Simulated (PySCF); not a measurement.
Computed IR spectrum (relative IR intensity) of a molecule C3H5FSi. Geometry: PBE-D3(BJ)/def2-SVP. One conformer was computed; it need not be the lowest. Computed with PBE-D3(BJ)/def2-SVP in PySCF 2.14.0. Frequencies are harmonic and unscaled.

Lines under 2 % of the strongest are left out, and lines within 2 cm⁻¹ are merged.

ν (cm⁻¹): 400 (w), 538 (w), 599 (w), 638 (vw), 731 (w), 739 (w), 833 (m), 881 (vs), 903 (w), 914 (m), 1004 (m), 1125 (m), 1211 (w), 1378 (s), 2013 (vw), 2158 (m), 2163 (m), 2192 (m) (against the strongest line: vs over 80 %, s over 45 %, m over 15 %, w over 4 %, vw less)

Q: Pick the molecule that these values belong to.
(A) FC=C=C[SiH3]
(B) FC1=CC[SiH2]1
(C) F[C@@H]1C=C[SiH2]1
(D) F[Si@@H]1C=CC1

A: A, FC=C=C[SiH3]
